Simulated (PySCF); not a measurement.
## [Pr(CH3)2]+: from a saddle point downhill

PySCF 2.14.0, RKS PBE0, Pr lcecp-1-SVP with ECP48, C def2-SVP, H def2-SVP; non-relativistic Hamiltonian with scalar-relativistic core potentials where named; density fitting; no spin-orbit coupling. Relaxed within the symmetry of its start, the geometry (C2v) is

```xyz
9

Pr    0.0000    0.0000   -0.2782
C     1.7798    0.0000    1.2467
H     2.7836    0.0000    0.7817
H     1.7188    0.8853    1.9102
H     1.7188   -0.8853    1.9102
C    -1.7798    0.0000    1.2467
H    -2.7836    0.0000    0.7817
H    -1.7188   -0.8853    1.9102
H    -1.7188    0.8853    1.9102
```

and its lowest harmonic modes are -74, -40, 101, 298, 322, 372 cm⁻¹ (negative: unstable). It was moved along the lowest mode and relaxed again, within the group C2 that the move left.

Task: Where does it end, and how much lower?

Result: In C2, 0.009 eV lower, after 25 steps:
```xyz
9

Pr    0.0000    0.0000   -0.2013
C     1.8283   -0.1196    1.2593
H     2.6691    0.5213    0.9277
H     1.5495    0.1988    2.2820
H     2.2258   -1.1516    1.3412
C    -1.8283    0.1196    1.2593
H    -2.6691   -0.5213    0.9277
H    -1.5495   -0.1988    2.2820
H    -2.2258    1.1516    1.3412
```

Task: How do the contacts change?

Result: 
| contact | saddle (Å) | end (Å) |
| --- | --- | --- |
| Pr1–C2 (CH3) | 2.344 | 2.343 |
| Pr1–C6 (CH3) | 2.344 | 2.343 |


Task: Is the end a minimum?

Result: Yes; lowest modes 32, 37, 123, 303, 318, 361 cm⁻¹.

An lcecp potential fixes the number of 4f electrons, so in runs with it no electron can move into or out of that shell.

State: singlet in the valence, with the 4f electrons in the core potential.
